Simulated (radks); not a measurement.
Question: The mean radii <r> (bohr) of the occupied orbitals of an atom or ion are listed with their occupations. All-electron calculation, Dirac Kohn-Sham, XLYP, spin-unpolarised, spherical densities, finite nucleus; Fermi nuclear charge, rms radius of each element as measured or else 0.836 A^(1/3) + 0.57 fm. Program: a radial shooting solver on a logarithmic mesh with Libxc functionals.

| orbital | occ. | <r> |
|---|---|---|
| 1s1/2 | 2 | 0.1579 |
| 2s1/2 | 2 | 0.8644 |
| 2p1/2 | 2 | 0.8829 |
| 2p3/2 | 3 | 0.8851 |

Name the element and its charge. Open shells, if any, fill j = l - 1/2 first.

Answer: Z = 10, neon, charge +1: Ne+ in [He] 2s2 2p5. The 1s radius gives Z: for a bare nucleus <r> = (2 gamma + 1)/(2Z) with gamma = sqrt(1 - (Z/c)^2), 0.1497 bohr for Z = 10, and screening makes it slightly larger (0.1579 here). The occupations add up to 9, and the charge is Z minus that.
